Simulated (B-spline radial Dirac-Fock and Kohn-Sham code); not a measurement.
**Compton profile of Co²⁺**

System: cobalt as Co²⁺, [Ar] 3d5 4s2 (an excited configuration).

These are calculated numbers from a radial finite-basis atomic code; the model is the impulse approximation on Dirac-Fock orbitals of the configuration average with a finite nucleus. pz is in atomic units of momentum; subshell profiles are per electron, for a selection of subshells; open shells are spread over both j values by their weights.

```
  pz    J total   J 1s1/2   J 2s1/2   J 3d3/2   J 4s1/2
   0      5.317    0.0318     0.120     0.163     0.978
 0.1      5.237    0.0318     0.120     0.163     0.940
0.14      5.163    0.0318     0.120     0.163     0.905
 0.2      5.016    0.0318     0.120     0.163     0.834
0.27      4.801    0.0318     0.120     0.163     0.732
0.38      4.421    0.0318     0.119     0.163     0.554
0.53      3.927    0.0318     0.118     0.163     0.329
0.75      3.420    0.0318     0.116     0.162     0.125
   1      3.113    0.0317     0.114     0.160    0.0501
 1.5      2.648    0.0315     0.106     0.145    0.0403
   2      2.094    0.0313    0.0955     0.121    0.0242
 2.8      1.351    0.0308    0.0769    0.0779   0.00535
   4     0.7747    0.0297    0.0496    0.0348   0.00166
 5.6     0.4701    0.0279    0.0230    0.0112   0.00132
 7.8     0.2719    0.0247   0.00673   0.00252  0.000394
  11     0.1311    0.0197   0.00264  0.000359  5.17e-05
  15    0.06044    0.0138   0.00247  4.55e-05  3.68e-05
  21    0.02368   0.00746   0.00148  3.70e-06  2.35e-05
  30   0.007375   0.00280  0.000479    < 1e-6  7.43e-06
  42   0.001957  0.000809  0.000115    < 1e-6  1.72e-06
  58  0.0004518  0.000194  2.38e-05    < 1e-6    < 1e-6
```

J(0) = 5.317. The 4s1/2 subshell gives the largest part, 37 %.

Mean momentum ⟨p⟩ by subshell (a.u.): 1s1/2 23.0, 2s1/2 7.66, 2p1/2 10.3, 2p3/2 10.2, 3s1/2 3.18, 3p1/2 3.69, 3p3/2 3.65, 3d3/2 3.89, 3d5/2 3.88, 4s1/2 1.03.
